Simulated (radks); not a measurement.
Problem. Coulomb parameter of the 4d shell of the niobium ion Nb+ in the model configuration [Kr] 4d2.5 5p1.5, as a second difference U = [E(n + 0.5) + E(n - 0.5) - 2 E(n)] / (0.5)^2 with all orbitals relaxed. "Bare": the charge of the atom changes with n. "Screened": the 5p shell takes up the change at fixed total charge, which measures U(4d,4d) + U(5p,5p) - 2 U(4d,5p). Calculated with a radial shooting solver on a logarithmic mesh with Libxc functionals: scalar-relativistic Kohn-Sham, PBE, spin-unpolarised, spherical densities, point nucleus. Estimate both.

Solution. U(bare) = 9.688 eV, U(screened by 5p) = 2.036 eV, against the Slater integral F0(4d,4d) = 13.346 eV with frozen orbitals.
